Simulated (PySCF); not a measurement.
Molecule: SMILES CC#Cc1cc[cH-]c1, [C₈H₇]-.

Bonds (- single, = double, # triple, : aromatic): C1-C2, C2#C3, C3-C4, C4-C5, C5=C6, C6-C7, C7-C8, C8=C4. C1 carries H9, H10, H11; C5 carries H12; C6 carries H13; C7 carries H14; C8 carries H15. Formal charges: C7 -1.

Total charge -1.

Frames of a GFN2-xTB Langevin trajectory at 300 K; GIAO PBE0/pcSseg-1 shieldings in PySCF 2.14, gas phase, non-relativistic; equivalent atoms averaged within each frame.

Chemical shifts δ = σref − σ; 13C (186.93 ppm), 1H (31.72 ppm) against TMS, all at this level. The references are static minima.

**Question.** How do the shifts (ppm) fluctuate along the trajectory?

**Answer.** 
```csv
time (fs),C5/C8,C6/C7,C3,C4,C2,C1,H12/H15,H13/H14,H9/H10/H11
optimised geometry,112.9,104.8,99.4,95.7,71.5,9.0,5.96,5.46,2.32
250,119.4,108.9,103.0,102.2,80.6,17.9,6.14,5.77,3.73
425,122.3,109.3,106.9,104.8,80.0,16.4,6.37,5.61,3.05
625,115.3,113.6,100.3,97.7,77.0,13.6,5.64,5.72,2.89
800,116.7,107.1,102.8,96.0,73.7,15.4,6.27,4.87,3.19
1000,119.7,101.5,100.2,101.4,76.5,9.5,6.42,5.36,2.74
mean of frames,118.7,108.1,102.6,100.4,77.6,14.6,6.17,5.47,3.12
standard deviation,2.7,4.4,2.7,3.6,2.8,3.2,0.31,0.37,0.38
```

5 frames give an uncertainty of the mean of about the standard deviation over 2.2 at best, since frames this close in time may not be independent; classical motion lacks zero-point vibration, and the reference would need the same averaging.
